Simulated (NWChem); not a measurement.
System: BHBrF; SMILES FBBr

NWChem input:

```
start job
memory heap 200 mb stack 900 mb global 1100 mb
geometry units angstroms noautoz
  B     -0.561116    -1.060208     0.000000
  H     -1.738446    -1.303835     0.000000
  F      0.316576    -2.032656     0.000000
  Br     0.054262     0.740980     0.000000
end
basis spherical
  B library def2-svp
  H library def2-svp
  F library def2-svp
  Br library def2-svp
end
dft
  xc xpbe96 cpbe96
  iterations 150
  mulliken
end
task dft energy
```

Structure relaxed at the PBE0/def2-SVP level.

What results follow from this input? (PBE/def2-SVP.) Quantities: energy (Ha); highest occupied level (eV); orbital gap (eV); dipole (D).

The energy (Ha) is -2698.60 and the highest occupied level (eV) is -7.28. The orbital gap (eV) comes out as 5.21 and the dipole (D) comes out as 0.45.
